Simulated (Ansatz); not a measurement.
Reaction (substitution at a C–Si bond): `C[SiH](F)CS` + `[SH][GeH3]` → `SC[S][GeH3]` + `C[SiH2]F`

Program: Ansatz. Geometries: PBE0-D4/def2-TZVP. ΔE: electronic, gas phase. CBS: MP2 limit from def2 TZ/QZ plus the TZ coupled-cluster correction, frozen cores. DFT in def2-TZVPP. For Ge outer-core shells are correlated without core-valence functions, which leaves a few kJ/mol of doubt a bond. Scalar relativity is left out up to krypton. Each species was taken in one conformer, which may not be the lowest.

`C[SiH](F)CS`:

```xyz
12

C    -0.187    1.419    0.937
Si   -0.686    0.236   -0.395
F    -1.837   -0.736    0.167
C     0.725   -0.862   -0.941
S     1.324   -1.912    0.412
H    -1.053    1.968    1.312
H     0.532    2.146    0.550
H     0.278    0.888    1.770
H    -1.263    0.941   -1.571
H     0.465   -1.467   -1.812
H     1.575   -0.236   -1.226
H     0.128   -2.386    0.796
```

`[SH][GeH3]`:

```xyz
6

S    -0.331    0.914   -1.421
Ge    0.353   -0.178    0.392
H    -1.602    0.489   -1.329
H     0.146   -1.690    0.216
H    -0.409    0.312    1.633
H     1.844    0.153    0.509
```

`SC[S][GeH3]`:

Cartesian coordinates in Å:
```
S 0.784 1.844 -0.143
C -0.515 0.993 0.791
S 0.091 -0.585 1.425
Ge 0.422 -1.665 -0.496
H -0.007 2.774 -0.707
H -0.803 1.573 1.668
H -1.390 0.836 0.159
H 0.377 -3.153 -0.123
H -0.733 -1.296 -1.442
H 1.774 -1.320 -1.132
```

`C[SiH2]F`:

Z-matrix (Å, degrees):
```
C
Si 1 1.853
H 1 1.094 2 110.1
H 1 1.092 2 111.0 3 -119.6
H 1 1.092 2 111.1 3 119.7
F 2 1.604 1 109.4 3 179.8
H 2 1.485 1 111.5 3 61.3
H 2 1.485 1 111.5 3 -61.7
```

```tsv
species	ωB97X-V energy (Eh)
`C[SiH](F)CS`	-867.97611
`[SH][GeH3]`	-2477.37474
`SC[S][GeH3]`	-2914.82836
`C[SiH2]F`	-430.49922
```

Task: Work out ΔE.

Result: ΔE = (-2914.82836) + (-430.49922) − (-867.97611) − (-2477.37474) = 0.02327 Eh = +0.63 eV. CCSD(T)/CBS gives +0.60 eV.

Largest T1 diagnostic among the species: 0.011.
